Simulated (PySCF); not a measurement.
**Orbital picture of NaCa⁺**

BLYP at R = 3.537 Å; basis Na aug-pcseg-1, Ca aug-pcseg-1; no relativity; PySCF 2.14. State: ¹Σ⁺ (singlet), closed shell. Only the outer orbitals are listed, counted within each symmetry.

| orbital | occ. | ε (eV) | on Na (%) | main shells (%) |
| --- | --- | --- | --- | --- |
| 6σ | 2 | -50.89 | 0 | 100 Ca s |
| 2π | 2 | -33.73 | 100 | 100 Na p |
| 2π | 2 | -33.73 | 100 | 100 Na p |
| 7σ | 2 | -33.71 | 100 | 100 Na p |
| 3π | 2 | -32.53 | 0 | 100 Ca p |
| 3π | 2 | -32.53 | 0 | 100 Ca p |
| 8σ | 2 | -32.45 | 0 | 100 Ca p |
| 9σ | 2 | -8.00 | 22 | 73 Ca s, 19 Na s |
| 10σ | 0 | -6.54 | 21 | 52 Ca d, 19 Na s, 16 Ca s |
| 4π | 0 | -6.29 | 2 | 98 Ca d |
| 4π | 0 | -6.29 | 2 | 98 Ca d |

Question: Which are the highest filled and the lowest empty level, where do they sit, and how wide is the gap?

Answer: Highest filled 9σ at -8.00 eV (in %: 73 Ca s, 19 Na s); lowest empty 10σ at -6.54 eV (in %: 52 Ca d, 19 Na s, 16 Ca s); the gap at BLYP is 1.46 eV.

- bond order (Mayer): 0.69
- ⟨S²⟩: 0.000
- charge on Na (Mulliken, basis-dependent): 0.56
- charge on Na (Löwdin, basis-dependent): 0.38
- dipole moment (positive dipole points towards Ca; it is taken about the centre of mass and depends on that origin): -1.74 D

Closed-shell solutions of metal pairs were not tested for spin polarisation, which can lower them a little.
